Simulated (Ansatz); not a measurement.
Cartesian coordinates in Å:
```
C -1.5508 -1.5918 0.6538
Si -0.1713 -0.4466 0.1169
C -0.0475 -0.4298 -1.7546
C 1.4576 -0.9883 0.8588
C -0.5540 1.3041 0.7128
Ga 0.5461 2.6086 -0.1975
Cl -0.1596 3.8122 -1.8208
Cl 2.6221 2.9031 0.2448
H -1.3483 -2.6195 0.3398
H -1.6629 -1.5901 1.7411
H -2.5067 -1.2907 0.2173
H 0.8086 0.1573 -2.1041
H -0.9466 -0.0094 -2.2135
H 0.0821 -1.4431 -2.1442
H 1.7320 -1.9863 0.5067
H 1.4008 -1.0243 1.9501
H 2.2675 -0.3043 0.5913
H -1.5982 1.5593 0.5129
H -0.3712 1.3795 1.7885
```

The species carries charge 0 and has multiplicity 1.

Problem. List the B3LYP/def2-TZVPP orbital energies in eV (Ansatz). (Best estimate.)

Solution. Computed: Occupied: -10138.78, -2762.19, -2762.17, -1798.73, -1250.49, -1107.74, -1107.65, -1107.62, -276.89, -276.45, -276.40, -276.32, -256.92, -256.91, -195.93, -195.91, -195.82, -195.81, -195.80, -195.78, -150.60, -143.25, -104.03, -103.83, -103.74, -98.58, -98.56, -98.55, -24.01, -23.95, -23.75, -23.72, -23.68, -21.93, -21.45, -20.06, -18.87, -18.80, -18.73, -12.96, -12.52, -12.03, -11.72, -11.48, -11.41, -11.07, -10.87, -10.76, -9.97, -9.79, -9.26, -8.98, -8.74, -8.64, -8.58, -8.49, -8.03. Lowest empty: -1.32, -0.89, 0.55, 1.33, 1.37, 1.50, 1.69, 1.83.

B3LYP here is the variant with VWN-RPA as its local correlation; programs differ in this.
